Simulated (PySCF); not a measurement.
A geometry optimisation on `Fc1ccn[se]1`.

Computed with PBE0-D3(BJ)/def2-SVP geometry optimisation, gas phase (PySCF 2.14.0). Start geometry: GFN2-xTB. A driver script takes a list of jobs; this job's settings line and coordinates (Å) are shown.

Command:
```bash
OMP_NUM_THREADS=1 python probes_run.py task.json out
```

Input:
```
{"job": {"xc": "PBE0", "basis": "def2-SVP", "d3": "d3bj", "grid": 1, "shake": 0.01, "kind": "geom"}, "charge": 0, "multiplicity": 1}
F      2.446430    -0.061460    -0.086560
C      1.114690     0.199290    -0.034070
C      0.110090    -0.733410    -0.056140
C     -1.099820    -0.102340     0.028050
N     -1.194790     1.186100     0.093140
Se     0.428150     1.930200     0.082980
H      0.298880    -1.793610    -0.110620
H     -2.048500    -0.643910     0.030760
```

Output:
```
step   0  E = -2670.55794062  max force = 0.051879
step   1  E = -2670.55878704  max force = 0.014372
step   2  E = -2670.56217683  max force = 0.008425
step   3  E = -2670.56227897  max force = 0.015641
step   4  E = -2670.56364423  max force = 0.003805
step   5  E = -2670.56366065  max force = 0.002397
step   6  E = -2670.56373102  max force = 0.000267
step   7  E = -2670.56373264  max force = 0.000099
optimisation converged
```

Energies in Eh; «max force» is the largest Cartesian gradient component in Eh/bohr.

How much energy does the optimisation release, in eV?

E(step 0) − E(last step) = 0.005792 Eh, which is 0.158 eV.

In short: final energy -2670.56373 Eh after 7 steps; dipole 1.32 D.

The run took 40 s wall on one thread of an Arm Neoverse V1, shared host with 32 logical CPUs at a one-minute load of 14, and the process peaked at 0.48 GiB of memory.
Labels such as C1 count atoms from 1, the log's own numbers from 0.
